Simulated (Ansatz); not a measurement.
Reaction (formal exchange of groups at a B–F bond): `O=CB(F)F` + SiH₄ → `O=CB(F)[SiH3]` + H–F

Calculated with Ansatz (gas phase, PBE0-D4/def2-TZVP geometries, no zero-point term in ΔE). CCSD(T)/CBS is the MP2 limit (def2-TZVPP, def2-QZVPP) plus CCSD(T) − MP2 in def2-TZVPP, frozen cores. This one scheme is used for every species. DFT in def2-TZVPP. B3LYP here is the variant with VWN-RPA as its local correlation; programs differ in this. HSE06 is defined as in plane-wave codes. One conformer a species, not always the lowest.

```csv
level,ΔE (kJ/mol),difference from CCSD(T)/CBS
LDA (SPW92),173.5,2.1
PBE-D4,165.5,-5.9
revPBE-D4,163.3,-8.1
r2SCAN-D4,182.0,10.6
B97M-V,188.1,16.7
PBE0-D4,170.0,-1.4
B3LYP-D4,180.2,8.8
r2SCANh-D4,182.3,10.9
r2SCAN0-D4,182.6,11.2
HSE06-D4,170.0,-1.4
BHLYP-D4,186.9,15.5
ωB97X-V,178.1,6.7
ωB97M-V,182.5,11.1
B2PLYP,185.8,14.4
PBE-QIDH,178.4,7.0
PBE,169.3,-2.1
revPBE,168.5,-2.9
BLYP,183.9,12.5
r2SCAN,183.1,11.7
B3LYP,186.4,15.0
r2SCANh,183.5,12.1
r2SCAN0,184.0,12.6
HSE06,173.4,2.0
CAM-B3LYP,190.4,19.0
LC-ωPBE,176.8,5.4
RPA@PBE/def2-TZVPP,176.6,5.2
HF/def2-SVP,214.6,43.2
CCSD/def2-SVP,203.4,32.0
CCSD(T)/def2-SVP,202.1,30.7
HF/def2-TZVPP,203.5,32.1
MP2/def2-TZVPP,181.3,9.9
SCS-MP2/def2-TZVPP,184.8,13.4
CCSD/def2-TZVPP,181.1,9.7
CCSD(T)/def2-TZVPP,178.1,6.7
HF/def2-QZVPP,204.1,32.7
MP2/def2-QZVPP,177.7,6.3
SCS-MP2/def2-QZVPP,181.4,10.0
HF/CBS(def2),204.2,32.8
MP2/CBS(def2),174.6,3.2
CCSD/CBS(def2),174.4,3.0
CCSD(T)/CBS,171.4,0
```

Largest T1 diagnostic among the species: 0.015.

From PBE to PBE0 (25 % exact exchange), in def2-TZVPP and without D4, ΔE moves by +4.2 kJ/mol. At CCSD(T), def2-SVP lies +30.7 kJ/mol from the extrapolated value and def2-TZVPP +6.7 kJ/mol.
